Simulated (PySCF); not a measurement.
## Interval between two levels of P³⁺ by level of theory

P³⁺ [Ne] 3s2 → P³⁺ [Ne] 3p2 [3P2, M_J = 2], as a difference of total energies. All numbers are calculated (PySCF 2.14, the two-component X2C-1e Hamiltonian, in x2c-TZVPall-2c with one added diffuse shell each of s, p type (6s7p2d1f, 44 functions)). Correlated levels: [Ne] frozen; the 6 highest virtual spinors dropped. "Screened" scales the spin-orbit matrix elements by Boettger's factors to mimic the two-electron term; Breit and QED terms are absent.

```tsv
method	interval between two levels (cm⁻¹)
GHF (spin-free)	156360
GMP2 (spin-free)	162410
GHF (screened spin-orbit)	156590
GMP2 (screened spin-orbit)	162640
```

The labels give the starting determinants; with spin-orbit coupling the two ends relaxed to ⟨J²⟩ = 0.00, ⟨L²⟩ = 0.00, ⟨S²⟩ = 0.00 and ⟨J²⟩ = 6.00, ⟨L²⟩ = 2.00, ⟨S²⟩ = 2.00.
